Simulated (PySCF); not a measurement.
pent-1-ene (C₅H₁₀), SMILES C=CCCC.

The structure is a stationary point at B3LYP-D3(BJ)/def2-SVP. Other conformers were not sampled.

All values below come from CAM-B3LYP/def2-TZVP run with PySCF.

- total energy = -196.48008 hartree
- highest occupied level = -8.67 eV
- lowest empty level = 1.37 eV
- orbital gap = 10.04 eV
- dipole moment = 0.42 D
- quadrupole, principal values (traceless, Buckingham form, about the centre of nuclear charge) = -2.53, 0.82, 1.71 D·Å
- mean static polarisability = 62.5 bohr³ (9.25 Å³)
- polarisability, principal values = 51.2, 57.1, 79.0 bohr³
